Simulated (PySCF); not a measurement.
**Predicted spectroscopic data**

PySCF 2.14.0 with density-fitted response routines calculation with geometry from GFN2-xTB and shielding tensors at PBE0/pcSseg-1 (GIAO); non-relativistic Hamiltonian, fast rotation and ring inversion assumed for equivalent nuclei, a single conformation, no solvent model.

Chemical shifts δ = σref − σ; 1H (31.72 ppm), 13C (186.93 ppm) against TMS, all at this level. Splittings of carbon signals by F and P are missing where no couplings were computed. Where no couplings were computed, multiplicities follow the n + 1 count of equivalent neighbours, and m marks all less simple cases (inequivalent or close neighbours, rings, F or P nearby). Acid and N–H amide carbonyl carbons lie up to 10 ppm further downfield in solution (hydrogen bonding). Shifts are as computed. Against solution values, carbons near 30 ppm lie about +3 ppm off and those near 130 ppm about +5 ppm. Of 1211 compounds with measured shifts, 218 miss one by over three times the rms of a fit or turn the order of signals round; such compounds aren't used in these exercises. OH and NH positions are gas-phase values without hydrogen bonding to other molecules.

**1.** `CO[Si@@H]1CC(C(=O)O)=C1F`, C5H7FO3Si. 1H NMR (600 MHz, computed): δ 6.07 (br s, 1H), 5.45 (m, 1H), 4.03 (s, 3H), 1.76 (m, 1H), 1.61 (m, 1H). 13C{1H} NMR (computed): δ 189.1, 165.6, 130.8, 54.9, 16.6.

**2.** `P1(C(F)(F)F)C(C=C)=C1C`, C6H6F3P. 1H NMR (600 MHz, computed): δ 7.32 (m, 1H), 6.31 (m, 1H), 6.27 (m, 1H), 2.75 (m, 3H). 13C{1H} NMR (computed): δ 139.7 (C), 138.2 (CH2), 131.9 (C), 128.5 (CH), 125.1 (C), 16.9 (CH3).
